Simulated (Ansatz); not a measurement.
One change: `CB1O[SiH2]1` becomes `NB1O[SiH2]1`.

Ansatz, PBE0-D4/def2-TZVP geometries, multiplicity 1. Each molecule was computed in one conformer, which needn't be the lowest.

```
                                      property  `CB1O[SiH2]1`
       HOMO–LUMO gap (ωB97M-V/def2-TZVPP) / eV          10.07
            HOMO energy (PBE0/def2-TZVPP) / eV          -6.80
size of the dipole moment (PBE/def2-TZVPP) / D           1.14
         HOMO–LUMO gap (B3LYP/def2-TZVPP) / eV           5.81
            LUMO energy (PBE0/def2-TZVPP) / eV          -0.59
           HOMO–LUMO gap (PBE/def2-TZVPP) / eV           4.22
```

(1) What does the change do to each property? (Best estimate.)

## Answers

(1) Ansatz gave: 
| property | `NB1O[SiH2]1` | shift |
| --- | --- | --- |
| HOMO–LUMO gap (ωB97M-V/def2-TZVPP) / eV | 10.27 | 0.20 |
| HOMO energy (PBE0/def2-TZVPP) / eV | -6.82 | -0.02 |
| size of the dipole moment (PBE/def2-TZVPP) / D | 2.03 | 0.89 |
| HOMO–LUMO gap (B3LYP/def2-TZVPP) / eV | 5.97 | 0.16 |
| LUMO energy (PBE0/def2-TZVPP) / eV | -0.43 | 0.16 |
| HOMO–LUMO gap (PBE/def2-TZVPP) / eV | 4.39 | 0.17 |

The zero-point energy changes by -24.2 kJ/mol with -3 modes. Dipoles are sizes alone; their direction can turn.

B3LYP here is the variant with VWN-RPA as its local correlation; programs differ in this.
